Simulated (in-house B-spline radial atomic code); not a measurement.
HSE06 excitations of Se⁶⁺

Method: HSE06. Computed with an all-electron radial atomic-structure program (B-spline basis): linear response of the closed shell [Ar] 3d10 with the functional's adiabatic kernel; scalar-relativistic (spin-free one-electron X2C), finite nucleus, no spin-orbit coupling, no double excitations, S, P, D and F terms only. Only terms of natural parity with L up to 3 were computed.

Command:
```bash
python run_td.py task.json out
```
Settings (radii: box in bohr, nucleus in fm):
```
Z                        34
electrons                28
configuration            [Ar] 3d10
hamiltonian              x2c
method                   hse06
box_radius               14.35
rms_radius               4.14
intervals                70
```

Time taken, with all properties: 1.3 s on 1 thread of Intel(R) Xeon(R) 6975P-C (Granite Rapids), with other jobs on the host.

The lowest states, in the order of their Tamm-Dancoff energies; the method's threshold (minus the highest occupied level) is 144.14 eV. Labels give the largest channel, * marks a mixed state, and oscillator strengths are full-response dipole values. Semilocal kernels can invert the small singlet-triplet splittings of Rydberg terms. Energies in eV:

```csv
state,full response,Tamm-Dancoff,oscillator strength
3d → 4s 3D,51.45,51.47,-
3d → 4s 1D,52.26,52.27,-
3d → 4p 3P,66.50,66.52,-
3d → 4p 3F,66.85,66.86,-
3d → 4p 1F,67.43,67.43,-
3d → 4p 1P,68.57,68.65,0.567
3d → 4d 3S,88.83,88.88,-
3d → 4d 3D,90.07,90.09,-
3d → 4d 1D,90.88,90.89,-
3d → 4d 1S,96.36,97.14,-
3d → 5s 3D,99.69,99.70,-
3d → 5s 1D,?,?,-
3d → 5p 3P,105.35,105.36,-
3d → 5p 3F,105.48,105.48,-
3d → 5p 1F,105.66,105.66,-
3d → 5p 1P,?,?,?
```

Question: Where does 3d → 5p 1P lie?

Answer: At 105.93 eV in full response, 105.96 eV in Tamm-Dancoff, oscillator strength 0.0437.

Question: Where does 3d → 5s 1D lie?

Answer: At 99.91 eV in full response, 99.91 eV in Tamm-Dancoff.

Question: How large is the singlet-triplet splitting of 3d → 4s (D terms) in Tamm-Dancoff?

Answer: 0.802 eV, from the unrounded values.

Question: What polarisabilities and dispersion coefficient does the method give?

Answer: Dipole 0.3821 bohr³, quadrupole 0.36 bohr⁵, C6 0.5592 hartree·bohr⁶ for two such species.
